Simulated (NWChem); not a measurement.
System: C3HF4 cation

```xyz
8

F      0.2071    -2.7020    -0.0977
C     -0.3149    -1.6149    -0.0459
C     -0.8256    -0.4557     0.0060
C      0.0453     0.8670     0.0042
F      1.3165     0.5446    -0.0605
F     -0.3132     1.5599    -1.0384
F     -0.2190     1.5006     1.1106
H     -1.9256    -0.3431     0.0583
```
Atoms are numbered in this order, from 1.

Structure relaxed at the PBE0/def2-SVP level.

### Question
Give the principal values of the shielding tensors (ppm) of F1, C2, C3, C4, F5 from BHandHLYP/pcSseg-1, GIAO (NWChem), with their diamagnetic and paramagnetic parts as GIAO splits them.

### Answer
```csv
atom,σ11,σ22,σ33,isotropic,diamagnetic,paramagnetic
F1,-128.8,-99.0,344.8,39.0,465.9,-426.9
C2,-275.2,-92.7,-30.7,-132.9,258.9,-391.7
C3,77.1,139.2,221.3,145.9,260.5,-114.7
C4,49.7,61.6,74.6,62.0,238.3,-176.3
F5,163.7,178.1,345.4,229.1,473.6,-244.6
```
